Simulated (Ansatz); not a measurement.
Reactions of ClFH$_{4}$Si$_{2}$, SMILES `F[SiH2][SiH2]Cl`.

Gas-phase electronic energies from Ansatz, PBE0-D4/def2-TZVP geometries. CCSD(T)/CBS is the MP2 limit (def2-TZVPP, def2-QZVPP) plus CCSD(T) − MP2 in def2-TZVPP, frozen cores. This one scheme is used for every species. Functionals use def2-TZVPP. B3LYP here is the variant with VWN-RPA as its local correlation; programs differ in this. Elements past krypton have def2 core potentials. For Sn outer-core shells are correlated without core-valence functions, which leaves a few kJ/mol of doubt a bond. Each species was taken in one conformer, which may not be the lowest.

```tsv
reaction	CCSD(T)/CBS(def2) (kcal/mol)
`F[SiH2][SiH2]Cl` + `CO[SiH2]S` → `CO[SiH2]S[SiH2]F` + `[SiH3]Cl`	-20.3
`F[SiH2][SiH2]Cl` + `BN` → `BN[SiH2]Cl` + `F[SiH3]`	-15.1
`F[SiH2][SiH2]Cl` + `CN[SiH3]` → `CN([SiH3])[SiH2]Cl` + `F[SiH3]`	?
`F[SiH2][SiH2]Cl` + `F[CH2][SnH3]` → `F[SiH2][CH](F)[SnH3]` + `[SiH3]Cl`	-1.3
```

Q: Fill in the missing values. (Estimate.)

A: Computed: `F[SiH2][SiH2]Cl` + `CN[SiH3]` → `CN([SiH3])[SiH2]Cl` + `F[SiH3]`: -20.9 kcal/mol.

Largest T1 diagnostic: 0.013, for `F[SiH2][CH](F)[SnH3]`.
